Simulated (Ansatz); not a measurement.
All numbers were calculated with Ansatz.

A structure relaxed at PBE0-D4/def2-TZVP, charge 0, multiplicity 1:

```xyz
10

C     0.7953   -0.2473   -2.2238
C     0.8177   -0.1008   -1.0325
C     0.7686    0.0648    0.4030
Si   -0.9993   -0.0186    1.0023
F    -0.9777    0.0142    2.5943
Cl   -2.0395    1.6048    0.3508
H     0.7932   -0.3721   -3.2806
H     1.2011    1.0235    0.7078
H     1.3358   -0.7248    0.9089
H    -1.6953   -1.2438    0.5697
```

Question: Give its formula and SMILES.

Answer: C3H4ClFSi, `C#CC[SiH](F)Cl`.

Question: Summarise the bond lengths by kind.

Answer: 2 × C–C 1.200 to 1.446 Å; 3 × C–H 1.064 to 1.096 Å; 1 × C–Si 1.869 Å; 1 × F–Si 1.592 Å; 1 × Cl–Si 2.035 Å; 1 × H–Si 1.474 Å.
